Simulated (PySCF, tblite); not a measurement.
Isomers of C4H13F2NSi2. Level: GFN2-xTB in tblite, geometry and Hessian alike; calculated harmonic values, unscaled, isolated species. This tight-binding method is rough: wavenumbers can miss measured ones by several per cent, in bad cases by 10 to 20. Modes of hydrogen on silicon can be 10 to 20 % off. One conformer each.

Electronic energies: PBE0/pcSseg-1 single points on the GFN2-xTB geometries (PySCF, gas phase).

```csv
SMILES,"electronic energy, lowest = 0 (kcal/mol)"
CC(C)[Si@H](F)N[SiH2]CF,0.0
CNC[C@@H]([SiH3])[Si@H](F)CF,41.3
CCCC(F)(F)[SiH2][SiH2]N,56.1
C[C@@H](CC(F)F)N[SiH2][SiH3],61.1
CC(C)C(F)(F)[SiH2][SiH2]N,55.7
```

**Question.** How do GFN2-xTB zero-point energies change the relative energies?

**Answer.** 
```tsv
SMILES	ZPE (kcal/mol)	of it from modes above 1550 cm⁻¹	electronic (kcal/mol)	with ZPE, lowest = 0 (kcal/mol)	lowest mode (cm⁻¹)	rings
CC(C)[Si@H](F)N[SiH2]CF	104.2	53.3	0.0	0.0	25	0
CNC[C@@H]([SiH3])[Si@H](F)CF	103.3	51.7	41.3	40.5	52	0
CC(C)C(F)(F)[SiH2][SiH2]N	101.9	52.8	55.7	53.5	24	0
CCCC(F)(F)[SiH2][SiH2]N	102.0	52.6	56.1	53.9	24	0
C[C@@H](CC(F)F)N[SiH2][SiH3]	101.1	50.6	61.1	58.0	12i	0
```

The zero-point energies span 3.1 kcal/mol, from `C[C@@H](CC(F)F)N[SiH2][SiH3]` to `CC(C)[Si@H](F)N[SiH2]CF`. Slightly imaginary modes are left out of the zero-point energy: `C[C@@H](CC(F)F)N[SiH2][SiH3]` 11.9i cm⁻¹. The order is unchanged.

**Question.** And how do the electronic energies of GFN2-xTB itself compare?

**Answer.** `CC(C)[Si@H](F)N[SiH2]CF` 0.0; `CNC[C@@H]([SiH3])[Si@H](F)CF` 39.4; `CC(C)C(F)(F)[SiH2][SiH2]N` 55.3; `CCCC(F)(F)[SiH2][SiH2]N` 56.1; `C[C@@H](CC(F)F)N[SiH2][SiH3]` 49.1 kcal/mol, lowest = 0. Against the energies above, taken from the same isomer `CC(C)[Si@H](F)N[SiH2]CF`, the largest difference is 12.0 kcal/mol.
